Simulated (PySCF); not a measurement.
Compound: C4H11ClOSi2.
Numbering: `[Cl:1][SiH2:2][O:3][SiH2:4][CH:5]1[CH2:6][CH2:7][CH2:8]1` (hydrogens: H9, H10 on Si2; H11, H12 on Si4; H13 on C5; H14, H15 on C6; H16, H17 on C7; H18, H19 on C8)

A linear-response calculation (PySCF, def2-SVPD basis, gas phase, vertical, core orbitals frozen in the response) gave these numbers; the functional is withheld.

Orbital energies (eV): HOMO-3 -10.37, HOMO-2 -10.20, HOMO-1 -9.97, HOMO -9.34, LUMO 0.95, LUMO+1 1.13, LUMO+2 1.25.

```tsv
state	E (eV)	f	main configurations (H = HOMO, L = LUMO)
S1	7.32	0.0009	H→L (72%), H→L+2 (14%)
S2	7.61	0.0053	H-1→L (73%)
S3	7.72	0.0006	H→L+1 (54%), H→L+2 (15%), H→L+3 (9%)
S4	7.79	0.0093	H-1→L+1 (29%), H-2→L+1 (19%), H-1→L+2 (17%)
S5	8.07	0.046	H→L+2 (38%), H→L+1 (22%)
S6	8.13	0.0047	H-2→L (40%), H-4→L (15%)
```

Triplets (Tamm–Dancoff): T1 7.04 eV, H→L (64%), H→L+2 (16%); T2 7.24 eV, H-1→L (63%); T3 7.40 eV, H-1→L+2 (23%), H-1→L+1 (20%), H-2→L+1 (16%); T4 7.49 eV, H→L+1 (49%), H→L+2 (10%), H→L+3 (9%).

Vertical ionisation energy by ΔSCF with the same functional: 9.98 eV. Mean static polarisability: 109.8 au.

Task: Which of these was used?
A. PBE
B. PBE0
C. CAM-B3LYP
D. HF

Result: C. CAM-B3LYP is range-separated, 19% exact exchange at short range and 65% at long range (ω = 0.33 bohr⁻¹). In this run −ε(HOMO) = 9.34 eV differs from the ΔSCF value by -0.64 eV, and S1 differs from the orbital gap of 10.29 eV by -2.98 eV. The ratio −ε(HOMO)/IP is 0.94. Usual ranges for neutral molecules in this basis: 0.85 to 0.93 with CAM-B3LYP, 0.5 to 0.7 with PBE, 0.7 to 0.83 with PBE0; with Hartree–Fock the ratio is 1 or more (Koopmans' value less the relaxation energy is the ΔSCF value). The other options: PBE, a GGA without exact exchange; HF, time-dependent Hartree–Fock, 100% exact exchange; PBE0, a global hybrid with 25% exact exchange.

Computed with TDDFT CAM-B3LYP/def2-SVPD, vertical, gas phase, core orbitals frozen in the response (PySCF 2.14.0, density-fitted response routines). Geometry: PBE0-D3(BJ)/def2-SVP, one conformer, isolated molecule. The geometry optimisation had not met its thresholds, so the values belong to a structure short of the stationary point.

On one thread, Arm Neoverse V2 (aarch64), shared host, this took 10 min (grids of density and orbitals included) and 1.3 GiB of memory at its peak.

Without π bonds the low states are Rydberg-like; a valence basis with one diffuse set may place them up to an eV too high.
